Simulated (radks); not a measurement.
Results of a calculation; reference values are marked as such.
Task: Radial electron density D(r) = 4 pi r^2 rho(r) of an atom or ion with 20 electrons. Code: a radial shooting solver on a logarithmic mesh with Libxc functionals. Model: scalar-relativistic Kohn-Sham, PBEsol, spin-polarised, spherical densities, point nucleus.

| r (bohr) | D(r) (e/bohr) | spin D(r) |
|---|---|---|
| 0.002309 | 3.124 | -0.000116 |
| 0.002603 | 3.838 | -0.000142 |
| 0.002935 | 4.702 | -0.000174 |
| 0.003309 | 5.740 | -0.000212 |
| 0.003731 | 6.981 | -0.000257 |
| 0.00424 | 8.562 | -0.000315 |
| 0.004781 | 10.31 | -0.000379 |
| 0.00539 | 12.36 | -0.000453 |
| 0.006078 | 14.72 | -0.000538 |
| 0.006853 | 17.40 | -0.000634 |
| 0.007726 | 20.42 | -0.000742 |
| 0.008781 | 23.98 | -0.000867 |
| 0.009901 | 27.59 | -0.000992 |
| 0.01116 | 31.40 | -0.00112 |
| 0.01259 | 35.29 | -0.00125 |
| 0.01419 | 39.12 | -0.00136 |
| 0.016 | 42.70 | -0.00146 |
| 0.01804 | 45.82 | -0.00151 |
| 0.0205 | 48.42 | -0.00149 |
| 0.02312 | 49.95 | -0.00135 |
| 0.02607 | 50.49 | -0.00101 |
| 0.02939 | 50.03 | -0.000304 |
| 0.03314 | 48.69 | 0.00104 |
| 0.03736 | 46.78 | 0.00353 |
| 0.04246 | 44.66 | 0.00850 |
| 0.04788 | 43.22 | 0.0170 |
| 0.05398 | 42.89 | 0.0321 |
| 0.06086 | 44.11 | 0.0582 |
| 0.06862 | 46.97 | 0.102 |
| 0.07737 | 51.09 | 0.174 |
| 0.08794 | 55.88 | 0.299 |
| 0.09915 | 59.44 | 0.479 |
| 0.1118 | 60.75 | 0.746 |
| 0.126 | 58.88 | 1.12 |
| 0.1421 | 53.67 | 1.62 |
| 0.1602 | 45.97 | 2.26 |
| 0.1821 | 36.99 | 3.07 |
| 0.2053 | 30.06 | 3.89 |
| 0.2315 | 26.20 | 4.69 |
| 0.261 | 25.77 | 5.34 |
| 0.2943 | 27.69 | 5.70 |
| 0.3318 | 29.87 | 5.67 |
| 0.3741 | 30.20 | 5.20 |
| 0.4252 | 27.26 | 4.31 |
| 0.4794 | 21.79 | 3.26 |
| 0.5406 | 15.19 | 2.20 |
| 0.6095 | 9.128 | 1.32 |
| 0.6872 | 4.668 | 0.688 |
| 0.7748 | 2.003 | 0.308 |
| 0.8806 | 0.6568 | 0.108 |
| 0.9929 | 0.1848 | 0.0333 |
| 1.119 | 0.04088 | 0.00825 |
| 1.262 | 0.006915 | 0.00159 |
| 1.423 | 0.0008688 | 0.000232 |

What is the nuclear charge?

Result: Z = 40. The innermost maximum, from 1s, lies near gamma/Z bohr with gamma = sqrt(1 - (Z/c)^2) = 0.956, here 0.0239 bohr (found: 0.0261), and its height grows with Z. The density is that of the zirconium ion Zr20+ in [Ar] 3d2; the configuration itself is not fixed sharply by these data, and Z only to a few units. D(r) has 3 maxima, at r = 0.0261, 0.111, 0.359 bohr, and minima at 0.0523, 0.249 bohr, inside which lie 2.03, 10.68 electrons.
